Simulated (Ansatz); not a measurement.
Ansatz (an electronic-structure program) input (BHLYP/def2-TZVPD):

Ansatz 0.2 input:
```yaml
crystal:
  periodic: [false, false, false]
  atoms:
    - {symbol: Si, position_ang: [-0.00000000, -0.00000000, -1.51599915]}
    - {symbol: Br, position_ang: [0.00000000, 0.00000000, 0.60639966]}
basis:
  gaussian:
    orbitals: def2-TZVPD
hamiltonian:
  xc: {name: BHLYP}
total_charge: 1
output: {forces: true}
```

End of the output:

```
integrals: 0.03 GiB planned
809 factors; their error is unknown
mean field: 0.31 GiB planned
mean field evaluation 1: about -77912.4826 eV, gradient 2.9e1 eV
mean field evaluation 2: about -77909.8769 eV, gradient 4.5e1 eV
mean field evaluation 4: about -77915.0977 eV, gradient 1.4e0 eV
mean field evaluation 8: about -77915.7515 eV, gradient 1.0e-1 eV
mean field evaluation 16: about -77915.7516 eV, gradient 1.3e-5 eV
mean field -77915.75157353 eV, -2863.3510571338 hartree, gradient 1.3e-5 eV, S^2 0.000000; 0 other end points of the search recorded, 0 dependent functions left out
the calculation of the forces begins
reference -77915.75169743 eV, -2863.3510616871 hartree; 24, 24 occupied and 76, 76 virtual orbitals, 809 factors
Total energy: -77915.75169743 eV, -2863.3510616871 hartree
Atom 0 at    -0.000000    -0.000000    -1.515999 Å, force     0.000000     0.000000     0.412064 eV/Å
Atom 1 at     0.000000     0.000000     0.606400 Å, force     0.000000    -0.000000    -0.412064 eV/Å
Dipole moment:    -0.000000    -0.000000    -0.989725 e Å
```
